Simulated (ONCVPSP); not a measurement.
Before and after: ONCV potential for Cd

```json
{
  "Element": "Cd",
  "Generator": "ONCVPSP 4.0.1",
  "Type": "optimised norm-conserving Vanderbilt (ONCV)",
  "Functional": "LDA (Perdew-Zunger)",
  "Relativity": "scalar-relativistic",
  "Frozen core": "[Ar] 3d10",
  "Valence charge": "20",
  "Reference configuration": "4s2 4p6 4d10 5s1 5p1",
  "Partial waves": "4s+5s: rc 1.55 bohr, ncon 4, nbas 8, qcut 7 1/bohr, 2 projectors; 4p+5p: rc 1.45 bohr, ncon 4, nbas 8, qcut 10.7 1/bohr, 2 projectors; 4d: rc 1.25 bohr, ncon 4, nbas 9, qcut 7.2 1/bohr, 1 projector",
  "Local potential": "polynomial inside 1.00 bohr (lpopt 5, dvloc0 2 Ha)",
  "Core correction": "Teter function fitted to the true core (icmod 2), fcfact 0.35"
}
```

Change: core correction Teter function fitted to the true core (icmod 2), fcfact 0.8.

Cutoffs: the cutoffs (Ha) at which the residual kinetic energy of the hardest occupied pseudo-wave falls to 1 and 0.1 mHa per electron; they do not see the model core or the augmentation charge, which bear on the density cutoff. Errors are all-electron minus pseudo energies relative to the spin-unpolarised reference configuration.

Q: Predict the effect on cutoff, ghosts and configuration errors.

A: The potential gets neither clearly harder nor softer (100 Ha and 191 Ha → 100 Ha and 191 Ha); the errors of the 4 common tests hardly move; neither file shows a bound ghost. A model core, the more so a compact one, raises the density cutoff, which this test does not measure.

| quantity | base | changed |
| --- | --- | --- |
| cutoff, loose | 100 Ha | 100 Ha |
| cutoff, tight | 191 Ha | 191 Ha |
| bound ghosts | none | none |
| GHOST(+) flags under 300 eV | s at 175.1 eV | s at 175.1 eV |
| error for 4s2 4p6 4d10 5s2 5p0, meV [ΔE -4.79 eV] | -0.2 | -0.2 |
| error for 4s2 4p6 4d10 5s1 5p0, meV [ΔE 4.84 eV] | -0.8 | -0.8 |
| error for 4s2 4p6 4d10 5s0 5p0, meV [ΔE 22.36 eV] | -5.8 | -5.9 |
| error for 4s2 4p6 4d9 5s2 5p0, meV [ΔE 13.36 eV] | -2.9 | -3.0 |
| s: phases at 1.58 bohr within 0.05 rad from the reference energy up to (Ha; the scan ends near 5) | to the end of the scan | to the end of the scan |
| p: phases at 1.47 bohr within 0.05 rad from the reference energy up to (Ha; the scan ends near 5) | to the end of the scan | to the end of the scan |
| d: phases at 1.27 bohr within 0.05 rad from the reference energy up to (Ha; the scan ends near 5) | to the end of the scan | to the end of the scan |
| rms error of d²Exc/dni dnj with the model core, mHa | 0.96 | 1.11 |
